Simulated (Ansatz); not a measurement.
Be4⁻. Charge -1, multiplicity 2. Geometry B3LYP/def2-TZVP, that of the neutral singlet; atoms count from 1.

```xyz
4

Be    0.165    1.079   -0.615
Be   -0.018   -0.949   -0.818
Be   -1.087    0.036    0.622
Be    0.940   -0.166    0.812
```

The structure comes from a short search, and lower isomers may exist.

**Question.** Estimate the Mulliken populations from the PBE0/def2-TZVPD orbitals of Ansatz.

**Answer.** 
```csv
atom,charge (e),spin (α − β)
Be1,-0.25,0.25
Be2,-0.25,0.25
Be3,-0.25,0.25
Be4,-0.25,0.25
```
Mulliken values depend strongly on the basis. With diffuse functions, as here, like atoms can get unlike values, and bond orders can come out too low or too high.

**Question.** Where does the spin sit?

**Answer.** Summed by element: Be 1.00, of 1 unpaired in all. Largest on single atoms: Be3 0.25, Be4 0.25, Be1 0.25.

**Question.** And the Mayer bond orders between heavy atoms (over 0.3)?

**Answer.** Be1–Be2 1.04 (2.05 Å); Be1–Be3 1.04 (2.05 Å); Be1–Be4 1.04 (2.05 Å); Be2–Be3 1.04 (2.05 Å); Be2–Be4 1.04 (2.05 Å); Be3–Be4 1.04 (2.05 Å).
